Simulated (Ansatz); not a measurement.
Born–Oppenheimer molecular dynamics of a periodic cell of 17 atoms, TiSi16 (host Si, host structure diamond, interstitial Ti). It goes on from the last frame of an earlier run, with new velocities.

Method: Ansatz, DFT PBEsol, scalar-relativistic, plane waves, PAW. Settings: PAW set soft_1, cutoff 420 eV, k mesh 2x2x2, fermi-dirac smearing 0.02 eV, no spin polarisation.

```
ensemble        : NVT, Langevin thermostat
time step       : 2 fs
steps asked     : 280
set temperature : 1680 K
friction        : 0.05 /fs
seed            : 35539
```

First frame:

```xyz
17
Lattice="0.0000 5.4300 5.4300 5.4300 0.0000 5.4300 5.4300 5.4300 0.0000" Properties=species:S:1:pos:R:3
Si -0.058 -0.247 -0.324
Si 1.405 1.317 0.724
Si 3.096 2.635 -0.642
Si 3.757 3.932 1.035
Si 2.909 0.097 2.138
Si 4.017 1.157 3.861
Si 5.233 3.003 2.601
Si 7.137 4.050 3.582
Si 0.458 2.681 2.195
Si 1.509 3.704 4.004
Si 2.922 5.326 2.673
Si 4.481 6.614 3.521
Si 2.986 2.504 5.376
Si 4.546 3.998 6.597
Si 5.848 5.283 4.923
Si 6.776 6.503 6.574
Ti 6.669 6.749 9.161
```

Question: What does the run give?

Answer: All steps were run.

```
steps done                                               : 280
time covered                                             : 560 fs
mean temperature over the second half                    : 1780 K
spread of the potential energy over the second half      : 33.3 meV per atom
mean potential energy of the second half above the start : 194.6 meV per atom
```

A run of 0.56 ps of so small a system gives no equilibrium averages. Limits of this set-up: coarse k mesh, PAW files made for another functional, a small cell, in which the defect meets its images.

Question: What happens to the structure?

Answer: Mean squared displacements from the first frame to the last, about the centre of mass: Si 0.95 Å², Ti 0.22 Å². Another seed would give other details.

Question: How do temperature and energy run in time?

Answer: 
```json
{"time (fs)": "0", "T (K)": "1581", "potential energy less start (eV)": "0.000"}
{"time (fs)": "18", "T (K)": "1085", "potential energy less start (eV)": "-0.059"}
{"time (fs)": "36", "T (K)": "992", "potential energy less start (eV)": "0.306"}
{"time (fs)": "54", "T (K)": "1324", "potential energy less start (eV)": "0.776"}
{"time (fs)": "72", "T (K)": "1208", "potential energy less start (eV)": "1.664"}
{"time (fs)": "90", "T (K)": "1870", "potential energy less start (eV)": "0.717"}
{"time (fs)": "108", "T (K)": "1687", "potential energy less start (eV)": "0.996"}
{"time (fs)": "126", "T (K)": "1117", "potential energy less start (eV)": "1.234"}
{"time (fs)": "144", "T (K)": "1471", "potential energy less start (eV)": "0.496"}
{"time (fs)": "162", "T (K)": "1503", "potential energy less start (eV)": "1.671"}
{"time (fs)": "180", "T (K)": "1858", "potential energy less start (eV)": "0.850"}
{"time (fs)": "198", "T (K)": "2212", "potential energy less start (eV)": "1.817"}
{"time (fs)": "216", "T (K)": "1630", "potential energy less start (eV)": "2.205"}
{"time (fs)": "234", "T (K)": "1515", "potential energy less start (eV)": "2.707"}
{"time (fs)": "252", "T (K)": "1071", "potential energy less start (eV)": "2.722"}
{"time (fs)": "270", "T (K)": "2301", "potential energy less start (eV)": "2.392"}
{"time (fs)": "288", "T (K)": "1850", "potential energy less start (eV)": "2.961"}
{"time (fs)": "306", "T (K)": "2018", "potential energy less start (eV)": "2.488"}
{"time (fs)": "324", "T (K)": "1565", "potential energy less start (eV)": "2.572"}
{"time (fs)": "342", "T (K)": "1774", "potential energy less start (eV)": "3.197"}
{"time (fs)": "360", "T (K)": "1565", "potential energy less start (eV)": "3.167"}
{"time (fs)": "378", "T (K)": "1355", "potential energy less start (eV)": "2.787"}
{"time (fs)": "396", "T (K)": "1740", "potential energy less start (eV)": "3.557"}
{"time (fs)": "414", "T (K)": "1502", "potential energy less start (eV)": "3.990"}
{"time (fs)": "432", "T (K)": "1912", "potential energy less start (eV)": "4.313"}
{"time (fs)": "450", "T (K)": "1932", "potential energy less start (eV)": "3.579"}
{"time (fs)": "468", "T (K)": "1544", "potential energy less start (eV)": "4.154"}
{"time (fs)": "486", "T (K)": "1814", "potential energy less start (eV)": "3.655"}
{"time (fs)": "504", "T (K)": "2689", "potential energy less start (eV)": "3.417"}
{"time (fs)": "522", "T (K)": "1764", "potential energy less start (eV)": "2.994"}
{"time (fs)": "540", "T (K)": "1338", "potential energy less start (eV)": "3.041"}
{"time (fs)": "558", "T (K)": "2226", "potential energy less start (eV)": "3.063"}
```

Run time: 29 min on 1 thread of Arm Neoverse V1 (shared host), peak memory 0.63 GiB.
